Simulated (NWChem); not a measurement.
The numbers come from NWChem runs, not from measurements. System: boron monoxide dimer (B2O2), charge 0, spin multiplicity 1, at a geometry optimised with B3LYP/def2-SVP. Level: MP2/def2-TZVP, 4 core orbitals frozen.

Job file:

```
start mol
memory heap 200 mb stack 900 mb global 1100 mb
geometry units angstroms nocenter noautoz
  O      0.000000     0.000000    -2.025303
  B      0.000000     0.000000    -0.824590
  B      0.000000     0.000000     0.824590
  O      0.000000     0.000000     2.025303
  symmetry group D2h
end
basis spherical
  * library def2-tzvp
end
scf
  rhf
  nopen 0
  maxiter 100
  thresh 1e-7
  semidirect memsize 60000000 filesize 0
end
mp2
  freeze core 4
end
task mp2 energy
```

Output (cleaned and shortened):

```
             Northwest Computational Chemistry Package (NWChem) 7.3.0
             --------------------------------------------------------

                                NWChem Input Module
                                -------------------

 Scaling coordinates for geometry "geometry" by  1.889725989
 (inverse scale =  0.529177249)

 Turning off AUTOSYM since
 SYMMETRY directive was detected!

                             Geometry "geometry" -> ""
                             -------------------------

 Output coordinates in angstroms (scale by  1.889725989 to convert to a.u.)

  No.       Tag          Charge          X              Y              Z
 ---- ---------------- ---------- -------------- -------------- --------------
    1 O                    8.0000     0.00000000     0.00000000    -2.02530300
    2 B                    5.0000     0.00000000     0.00000000    -0.82459000
    3 B                    5.0000     0.00000000     0.00000000     0.82459000
    4 O                    8.0000     0.00000000     0.00000000     2.02530300

 Effective nuclear repulsion energy (a.u.)      66.4950701259

            Nuclear Dipole moment (a.u.)
            ----------------------------
        X                 Y               Z
 ---------------- ---------------- ----------------
     0.0000000000     0.0000000000    -0.0000000000

      Symmetry information
      --------------------

 Group name             D2h
 Group number             26
 Group order               8
 No. of unique centers     2

      Symmetry unique atoms

     1    2


 Summary of "ao basis" -> "" (spherical)
 ------------------------------------------------------------------------------
       Tag                 Description            Shells   Functions and Types
 ---------------- ------------------------------  ------  ---------------------
 *                         def2-tzvp                  on all atoms

 Summary of "ao basis" -> "ao basis" (spherical)
 ------------------------------------------------------------------------------
       Tag                 Description            Shells   Functions and Types
 ---------------- ------------------------------  ------  ---------------------
 O                         def2-tzvp                11       31   5s3p2d1f
 B                         def2-tzvp                11       31   5s3p2d1f

                                 NWChem SCF Module
                                 -----------------

  ao basis        = "ao basis"
  functions       =   124
  atoms           =     4
  closed shells   =    13
  open shells     =     0
  charge          =   0.00
  wavefunction    = RHF
  use symmetry    = T
  symmetry adapt  = T

 Summary of "ao basis" -> "ao basis" (spherical)
 ------------------------------------------------------------------------------
       Tag                 Description            Shells   Functions and Types
 ---------------- ------------------------------  ------  ---------------------
 O                         def2-tzvp                11       31   5s3p2d1f
 B                         def2-tzvp                11       31   5s3p2d1f

      Symmetry analysis of basis
      --------------------------

        ag         28
        au          6
        b1g         6
        b1u        28
        b2g        14
        b2u        14
        b3g        14
        b3u        14

 Forming initial guess at       0.0s

      Superposition of Atomic Density Guess
      -------------------------------------

 Sum of atomic energies:        -198.63804019
[...]
    13     -0.249045  1 O  py               106     -0.249045  4 O  py
    41      0.197962  2 B  py                72      0.197962  3 B  py
     7     -0.167394  1 O  py               100     -0.167394  4 O  py
    38      0.163989  2 B  py                69      0.163989  3 B  py

 Vector   15  Occ=0.000000D+00  E= 3.156399D-02  Symmetry=b3u
              MO Center= -3.4D-15,  2.3D-30,  6.0D-17, r^2= 3.6D+00
   Bfn.  Coefficient  Atom+Function         Bfn.  Coefficient  Atom+Function
  ----- ------------  ---------------      ----- ------------  ---------------
    43      0.332071  2 B  px                74      0.332071  3 B  px
    12     -0.249045  1 O  px               105     -0.249045  4 O  px
    40      0.197962  2 B  px                71      0.197962  3 B  px
     6     -0.167394  1 O  px                99     -0.167394  4 O  px
    37      0.163989  2 B  px                68      0.163989  3 B  px

 Vector   16  Occ=0.000000D+00  E= 9.900978D-02  Symmetry=ag
              MO Center=  3.9D-16, -8.5D-19, -6.6D-17, r^2= 7.4D+00
   Bfn.  Coefficient  Atom+Function         Bfn.  Coefficient  Atom+Function
  ----- ------------  ---------------      ----- ------------  ---------------
    36      1.325585  2 B  s                 67      1.325585  3 B  s
    35     -1.101247  2 B  s                 66     -1.101247  3 B  s
     5     -0.224177  1 O  s                 98     -0.224177  4 O  s

 center of mass
 --------------
 x =   0.00000000 y =   0.00000000 z =  -0.00000000

 moments of inertia (a.u.)
 ------------------
         522.050485765035           0.000000000000           0.000000000000
           0.000000000000         522.050485765035           0.000000000000
           0.000000000000           0.000000000000           0.000000000000

  Mulliken analysis of the total density
  --------------------------------------

    Atom       Charge   Shell Charges
 -----------   ------   -------------------------------------------------------
    1 O    8     8.26   0.79  1.18  0.59  0.90  0.32  1.81  1.88  0.75  0.00  0.02  0.00
    2 B    5     4.74   0.92  1.06  0.52  0.32  0.03  0.93  0.68  0.08  0.07  0.10  0.03
    3 B    5     4.74   0.92  1.06  0.52  0.32  0.03  0.93  0.68  0.08  0.07  0.10  0.03
    4 O    8     8.26   0.79  1.18  0.59  0.90  0.32  1.81  1.88  0.75  0.00  0.02  0.00

       Multipole analysis of the density wrt the origin
       ------------------------------------------------

     L   x y z        total         open         nuclear
     -   - - -        -----         ----         -------
     0   0 0 0     -0.000000      0.000000     26.000000

     1   1 0 0     -0.000000      0.000000      0.000000
     1   0 1 0     -0.000000      0.000000      0.000000
     1   0 0 1     -0.000000      0.000000     -0.000000

     2   2 0 0    -14.700602      0.000000      0.000000
     2   1 1 0      0.000000      0.000000      0.000000
     2   1 0 1      0.000000      0.000000      0.000000
     2   0 2 0    -14.700602      0.000000      0.000000
     2   0 1 1     -0.000000      0.000000      0.000000
     2   0 0 2    -27.368951      0.000000    258.649055

                   NWChem MP2 Semi-direct Energy/Gradient Module
                   ---------------------------------------------

  Basis functions       =    124
  Molecular orbitals    =    124
  Frozen core           =      4
  Frozen virtuals       =      0
  Active alpha occupied =      9
  Active beta occupied  =      9
  Active alpha virtual  =    111
  Active beta virtual   =    111
  Use MO symmetry       = T
  Use skeleton AO sym   = T

  AO/Fock/Back tols     =   1.0D-09  1.0D-09  1.0D-09

 GA uses MA = F    GA memory limited = T

 Available:
  local mem=  1.26D+08
 global mem=  1.44D+08
 local disk=  0.00D+00
  mp2_memr nvloc                   111
  nvloc new                   111
   1 passes of   9:        5242880                      81297                  24757001.
   1 passes of   9: M    126152526           G      144148448           F     120909646.

 Semi-direct pass number   1 of   1  for RHF alpha+beta  at        1.3s
  vrange nnbf                  7281
  mp2_eaftype                    94  avail_ma_in_mb                  1099
 EAF : mp2_eaftype filesize          94   12378501.
  mp2_eaf for mointskh                     94
Node 0 wrote     58.2 Mb in      0.0 s     Agg I/O rate:  1826.3 Mb/s
 Done moints_semi at        3.8s
  mp2_eaftype                    94  avail_ma_in_mb                  1005
 EAF : mp2_eaftype filesize          94   12378501.
  mp2_eaf for kh                    94
 Done maket at        3.9s
 Done multipass loop at        3.9s

          -------------------------------------------
          SCF energy                -199.262688276569
          Correlation energy          -0.639372658387
          Singlet pairs               -0.391045511846
          Triplet pairs               -0.248327146541
          Total MP2 energy          -199.902060934956
          -------------------------------------------

          ---------------------------------------------------
                    Spin Component Scaled (SCS) MP2
          Same spin pairs                     -0.165551431027
          Same spin scaling factor             0.333333333333
          Opposite spin pairs                 -0.473821227360
          Opposite spin scaling fact.          1.200000000000
          SCS-MP2 correlation energy          -0.623769283174
          Total SCS-MP2 energy              -199.886457559743
          ---------------------------------------------------

 -----------------------
 Performance information
 -----------------------

 Timer overhead =  9.65D-08 seconds/call

               Nr. of calls         CPU time (s)                 Wall time (s)                GFlops
             ---------------    -------------------     ------------------------------   -------------------
Name         Min   Avg   Max    Min     Avg     Max     Min     Avg     Max   Mx/calls   Min     Max     Sum
mp2: moin     1     1     1    2.4     2.4     2.4      2.4     2.4     2.4     2.4      0.0     0.0     0.0
mp2: make     1     1     1   0.15    0.15    0.15     0.15    0.15    0.15    0.15      0.0     0.0     0.0
mp2: tota     1     1     1    2.7     2.7     2.7      2.7     2.7     2.7     2.7      0.0     0.0     0.0

 The average no. of pstat calls per process was 3.00D+00
 with a timing overhead of 2.90D-07s

 Task  times  cpu:        3.9s     wall:        3.9s

 Total times  cpu:        3.9s     wall:        3.9s
```
